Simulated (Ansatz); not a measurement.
Gas-phase electronic energies from Ansatz, PBE0-D4/def2-TZVP geometries. CBS: MP2 limit from def2 TZ/QZ plus the TZ coupled-cluster correction, frozen cores. DFT in def2-TZVPP. B3LYP here is the variant with VWN-RPA as its local correlation; programs differ in this. One conformer a species, not always the lowest.

Consider the ligand exchange at the Si–O bond: `[SiH3]O[SiH](Cl)Cl` + `C=C[SiH2]N` → `C=C[SiH2]N[SiH](Cl)Cl` + `O[SiH3]`.

`[SiH3]O[SiH](Cl)Cl`:

Cartesian coordinates in Å:
```
Si 0.021 -1.594 0.087
O 0.569 -0.048 -0.086
Si 0.193 1.515 -0.111
Cl -1.083 1.902 -1.653
Cl -0.726 2.039 1.633
H 1.182 -2.494 -0.098
H -1.014 -1.872 -0.939
H -0.552 -1.767 1.444
H 1.410 2.318 -0.277
```

`C=C[SiH2]N`:

Z-matrix (Å, degrees):
```
Si
C 1 1.865
N 1 1.715 2 114.9
H 1 1.488 2 108.4 3 -120.8
H 1 1.488 2 108.4 3 120.8
C 2 1.330 1 123.1 3 0.1
H 2 1.091 1 118.8 3 -179.9
H 3 1.006 1 121.5 2 75.9
H 3 1.006 1 121.5 2 -76.3
H 6 1.087 2 122.6 1 180.0
H 6 1.087 2 121.2 1 -0.0
```

`C=C[SiH2]N[SiH](Cl)Cl`:

Z-matrix (Å, degrees):
```
Si
C 1 1.855
N 1 1.742 2 112.3
H 1 1.484 2 109.8 3 -122.8
H 1 1.488 2 110.2 3 117.6
C 2 1.330 1 123.6 3 -2.3
H 2 1.090 1 118.1 3 177.3
Si 3 1.696 1 131.0 2 -74.1
H 3 1.012 1 114.1 2 100.7
H 6 1.086 2 121.8 1 -0.2
H 6 1.086 2 122.1 1 179.6
Cl 8 2.053 3 111.4 1 116.4
Cl 8 2.038 3 107.7 1 -3.3
H 8 1.474 3 114.0 1 -124.3
```

`O[SiH3]`:

```xyz
6

O     1.175   -0.499   -0.116
Si   -0.321    0.193   -0.128
H     1.466   -0.921    0.692
H    -1.390   -0.806    0.146
H    -0.496    0.759   -1.484
H    -0.434    1.274    0.890
```

(1) Is it downhill or uphill in electronic energy at CCSD(T)/CBS, and by how much? (Best estimate.)

(2) What do these levels give: PBE-D4, r2SCAN-D4, PBE0-D4, B3LYP-D4, ωB97M-V, B2PLYP, PBE, B3LYP, HF/def2-TZVPP, CCSD/def2-TZVPP, SCS-MP2/def2-QZVPP, CCSD/CBS(def2)? (Best estimate.)

Largest T1 diagnostic among the species: 0.011.

Results:

(1) Ansatz gave: Uphill: ΔE = +47.8 kJ/mol.

(2) The calculation gave: PBE-D4 41.7, r2SCAN-D4 48.8, PBE0-D4 44.0, B3LYP-D4 49.1, ωB97M-V 47.3, B2PLYP 55.0, PBE 48.4, B3LYP 59.5, HF/def2-TZVPP 68.7, CCSD/def2-TZVPP 51.1, SCS-MP2/def2-QZVPP 50.6, CCSD/CBS(def2) 51.2 kJ/mol.

The D4 term adds −10.4 kJ/mol with B3LYP and −6.2 kJ/mol with PBE0; it sums over pairs of atoms, weighted by their polarisabilities, and B3LYP, whose exchange is more repulsive, gets the larger term. In def2-TZVPP, CCSD(T) changes the Hartree–Fock value by −21.0 kJ/mol (the triples alone add −3.4 kJ/mol) and MP2 by −23.3 kJ/mol.
